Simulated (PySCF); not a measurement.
A series of related molecules.

All values: CAM-B3LYP/def2-SVPD (PySCF) at PBE0-D3(BJ)/def2-SVP geometries, gas phase, one conformer each. Core orbitals are frozen in the response; Δα² is half the sum of the squared differences of the principal polarisabilities.

**Question.** Rank by polarisability anisotropy Δα, lowest first.
A. `[BH3-:1][N@@H+:2]([CH3:3])[CH:4]1[CH2:5][CH2:6]1` with B1–N2–C4–C5 157°
B. `[BH3-:1][N@H+:2]([CH3:3])[CH2:4][CH:5]=[CH2:6]` with B1–N2–C4–C5 -170°, N2–C4–C5–C6 110°
C. `[BH3-:1][N@H+:2]([CH3:3])[CH:4]1[CH2:5][CH2:6][CH2:7]1` with B1–N2–C4–C5 -172°, N2–C4–C5–C6 142°, C4–C5–C6–C7 -19°, C5–C6–C7–C4 20°, N2–C4–C7–C6 -143°
D. `[BH3-:1][N@H+:2]([CH3:3])[CH2:4][CH3:5]` with B1–N2–C4–C5 -169°

**Answer.** D (1.62 Å³), A (2.03 Å³), C (2.67 Å³), B (3.77 Å³).

All values together:

```tsv
SMILES	formula	μ (D)	HOMO (eV)	LUMO (eV)	α (Å³)	Δα (Å³)	electrons	α per electron (Å³)	ΔSCF removal energy (eV)
[BH3-][N@H+](C)CCC	C4H14BN	5.54	-9.05	0.89	11.56	2.49	50	0.231	10.13
[BH3-][N@H+](C)C1CCC1	C5H14BN	5.30	-9.03	0.93	12.55	2.67	56	0.224	–
[BH3-][N@H+](C)C(C)C	C4H14BN	5.30	-9.04	0.83	11.41	1.40	50	0.228	10.09
[BH3-][N@@H+](C)C1CC1	C4H12BN	5.29	-9.04	0.92	10.89	2.03	48	0.227	10.07
[BH3-][N@H+](C)CC=C	C4H12BN	5.37	-9.10	0.47	11.54	3.77	48	0.240	–
[BH3-][N@H+](C)CC	C3H12BN	5.43	-9.07	0.84	9.77	1.62	42	0.233	10.17
```

Conformers: `[BH3-:1][N@H+:2]([CH3:3])[CH2:4][CH2:5][CH3:6]` with B1–N2–C4–C5 -169°, N2–C4–C5–C6 175°; `[BH3-:1][N@H+:2]([CH3:3])[CH:4]1[CH2:5][CH2:6][CH2:7]1` with B1–N2–C4–C5 -172°, N2–C4–C5–C6 142°, C4–C5–C6–C7 -19°, C5–C6–C7–C4 20°, N2–C4–C7–C6 -143°; `[BH3-:1][N@H+:2]([CH3:3])[CH:4]([CH3:5])[CH3:6]` with B1–N2–C4–C5 73°; `[BH3-:1][N@@H+:2]([CH3:3])[CH:4]1[CH2:5][CH2:6]1` with B1–N2–C4–C5 157°; `[BH3-:1][N@H+:2]([CH3:3])[CH2:4][CH:5]=[CH2:6]` with B1–N2–C4–C5 -170°, N2–C4–C5–C6 110°; `[BH3-:1][N@H+:2]([CH3:3])[CH2:4][CH3:5]` with B1–N2–C4–C5 -169°.

A dash marks a removal energy that wasn't run or isn't settled.

**Question.** How closely does the mean polarisability follow the number of electrons in this set?

**Answer.** The correlation coefficient is 0.97; α per electron runs from 0.224 to 0.240 Å³.
